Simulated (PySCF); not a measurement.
A GIAO shielding run with PySCF 2.14.0 with density-fitted response routines (density fitting, non-relativistic, gas phase) on `O1[SiH2]O[Si](SC)(C)O[SiH2]1`, C2H10O3SSi3:

```
$ OMP_NUM_THREADS=1 python probes_run.py task.json out

{"job": {"kind": "nmr", "xc": "PBE0", "basis": "pcSseg-1"}, "charge": 0, "multiplicity": 1}
C      2.106325    -1.393395    -0.685640
S      2.422083     0.265556     0.003184
Si     0.418243     0.883240     0.418355
C      0.352046     2.607335     1.163181
O     -0.419463     0.826550    -0.978844
Si    -1.585651    -0.180581    -1.499330
O     -1.931649    -1.226600    -0.305781
Si    -1.376794    -1.344783     1.216333
O     -0.235601    -0.207566     1.437997
H      3.072698    -1.813835    -0.941585
H      1.486387    -1.302056    -1.572411
H      1.613397    -2.005474     0.063644
H      0.911983     2.637360     2.090413
H      0.793311     3.327003     0.483818
H     -0.667657     2.912606     1.370011
H     -1.020606    -0.966463    -2.584947
H     -2.762554     0.638529    -1.726631
H     -0.719813    -2.638732     1.313859
H     -2.466490    -1.009443     2.115181
```

Hardware: 1 thread of an Arm Neoverse V2, shared host. The job also computes population analyses, field gradients, ring-centre shieldings.

**Question.** How large is the calculation?

**Answer.** 104 electrons, 231 basis functions and 1297 auxiliary functions.

**Question.** How long does it take, and how much memory does it need?

**Answer.** 43 s of wall time, with 13 SCF cycles and 5 response iterations; peak memory 1 GiB. Times on a shared host scatter by some tens of per cent.
